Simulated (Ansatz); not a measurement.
C3H8OSn (`C[CH](C)[Sn][OH]`) from Hartree–Fock to CCSD(T)

```xyz
13

C     0.9243    1.0328   -0.1715
C     0.5294   -0.2991    0.4499
C    -0.8594   -0.2426    1.0692
Sn    0.6515   -1.9272   -1.0582
O    -0.7415   -1.1785   -2.2584
H     0.8790    1.8474    0.5629
H     1.9420    1.0230   -0.5752
H     0.2553    1.3136   -0.9925
H     1.2558   -0.5559    1.2300
H    -1.1357   -1.1776    1.5671
H    -1.6320   -0.0370    0.3199
H    -0.9317    0.5543    1.8207
H    -1.1370   -0.3531   -1.9638
```

Charge 0, multiplicity 1. Correlated methods include outer-core shells of Sn, which these sets cover unevenly. Sn: def2 effective core potential. The geometry is a stationary point of PBE0-D4/def2-TZVP. It is one conformer, not always the lowest. Frozen core, restricted reference, Ansatz 0.2.0.

```
     basis     HF (Eh)  MP2 corr.  CCSD corr.       (T)  CCSD(T) total
  def2-SVP           ?   -0.72436    -0.77931         ?              ?
def2-TZVPP  -406.56054   -1.09275           ?  -0.04227              ?
def2-QZVPP           ?   -1.35821           –         –              –
```

(1) Fill in the withheld values. (Estimate.)

Results:

(1) Ansatz gave: def2-SVP HF (Eh): -406.32324; def2-SVP (T): -0.02364; def2-SVP CCSD(T) total: -407.12619; def2-TZVPP CCSD corr.: -1.11895; def2-TZVPP CCSD(T) total: -407.72176; def2-QZVPP HF (Eh): -406.57188.
